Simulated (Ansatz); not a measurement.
The first iterations of a band of BCl2H3Si + CH4 (12 atoms, charge 0, multiplicity 1).

Method: RKS PBE-D4/6-31G* (Ansatz 0.2.0).

```json
{
 "movable images": "7",
 "climbing image": "yes",
 "spring": "20.0 eV/Å²",
 "optimiser": "quadratic models (default)",
 "start path": "through a guess of the saddle point",
 "force threshold": "0.05 eV/Å",
 "iteration limit": "60",
 "end points": "relaxed"
}
```

Image 0:

```xyz
12
Properties=species:S:1:pos:R:3
B 0.522 -0.531 1.477
Si 1.407 1.082 0.623
Cl 1.177 -2.150 1.232
Cl -0.882 -0.341 2.525
H -1.306 0.567 -1.244
C -1.437 -0.511 -1.428
H 0.429 2.197 0.407
H 2.474 1.573 1.563
H 2.062 0.723 -0.677
H -2.007 -0.959 -0.600
H -0.452 -0.997 -1.508
H -1.987 -0.654 -2.371
```

Image 8:

```xyz
12
Properties=species:S:1:pos:R:3
B -0.748 -1.222 0.629
Si 1.620 1.766 0.089
Cl 0.614 -2.305 0.944
Cl -1.255 -0.141 1.938
H 0.811 0.830 -0.758
C -1.516 -1.261 -0.732
H 0.767 2.932 0.485
H 2.100 1.045 1.309
H 2.793 2.251 -0.708
H -2.300 -2.042 -0.666
H -0.861 -1.542 -1.572
H -2.026 -0.311 -0.958
```

| iteration | highest image above the first end (eV) | largest band force component (eV/Å) |
| --- | --- | --- |
| 1 | 2.030 | 6.264 |
| 2 | 1.410 | 2.069 |
| 3 | 1.378 | 2.174 |
| 4 | 1.324 | 0.769 |
| 5 | 1.591 | 5.257 |

Q: Does the band converge within its limit, and where does its top end?

A: The forces met the threshold. It ended after 17 iterations with the highest image 1.302 eV above the first end. Another band between the same ends (7 images) ends at a top of the same energy, where a vibrational analysis finds 1 clearly imaginary mode. The orbitals stay closed-shell, which can raise the energy where a bond breaks towards radicals; this wasn't checked here.

The run took 4.1 min on 2 threads of Arm Neoverse V2, on a shared host, peak memory 0.16 GiB.
